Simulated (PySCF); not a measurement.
# How methods differ on the excitation energy of P(2+)

P(2+) [Ne] 3s2 3p1 (2P) → P(2+) [Ne] 3s1 3p1 3d1 (high-spin determinant), as a difference of total energies. All numbers are calculated (PySCF 2.14, no relativity, point nucleus, in aug-cc-pV(Q+d)Z). Correlated levels: valence: [Ne] frozen. The calculations carry no spin-orbit coupling.

```json
{"method": "UHF", "excitation energy (cm⁻¹)": "157750"}
{"method": "MP2 (valence)", "excitation energy (cm⁻¹)": "165060"}
{"method": "SCS-MP2 (valence)", "excitation energy (cm⁻¹)": "168930"}
{"method": "CCSD (valence)", "excitation energy (cm⁻¹)": "159110"}
{"method": "CCSD(T) (valence)", "excitation energy (cm⁻¹)": "156870"}
```

A first-order spin-orbit estimate (lowest level to lowest level, LS coupling) adds 0.010 eV.

The promoted electron is Rydberg-like, and one or two diffuse shells describe it only roughly, which tends to raise the upper state.

The coupled-cluster amplitudes are large for the upper state (T1 above 0.03 or a double amplitude above 0.15), so a single reference is strained.

The determinant of the upper state mixes LS terms, which raises its energy above the lowest term, most at the Hartree-Fock and MP2 levels.
